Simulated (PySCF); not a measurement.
## Ir(43+): ionisation energy

Ir(43+) [Ar] 3d10 4s2 4p4 [4p1/2^2 4p3/2^2, M_J = 2] → Ir(44+) [Ar] 3d10 4s2 4p3 [4p1/2^2 4p3/2^1, M_J = 3/2], as a difference of total energies. All numbers are calculated (PySCF 2.14, the two-component X2C-1e Hamiltonian, in an uncontracted even-tempered set (16 s from 5.5 bohr⁻², ratio 2.8; 13 p from 7.2 bohr⁻², ratio 2.8; 8 d from 13 bohr⁻², ratio 2.8; 4 f from 33 bohr⁻², ratio 3)). Correlated levels: [Ne] frozen; the 72 highest virtual spinors dropped. "Screened" scales the spin-orbit matrix elements by Boettger's factors to mimic the two-electron term; Breit and QED terms are absent.

```csv
method,ionisation energy (eV)
GHF (spin-free),2220.6
GMP2 (spin-free),2222.0
GHF (screened spin-orbit),2194.8
GMP2 (screened spin-orbit),2195.7
```

Breit and QED terms and the two-electron picture change are absent.

The spin-free rows relax to the high-spin LS determinant and lack the spin-orbit shift.

The labels give the starting determinants; with spin-orbit coupling the two ends relaxed to ⟨J²⟩ = 6.00, ⟨L²⟩ = 3.30, ⟨S²⟩ = 1.46 and ⟨J²⟩ = 3.75, ⟨L²⟩ = 2.58, ⟨S²⟩ = 1.55.

For comparison: 2201 ± 4 eV (theoretical estimate listed by NIST; NIST Atomic Spectra Database, ionization energies).
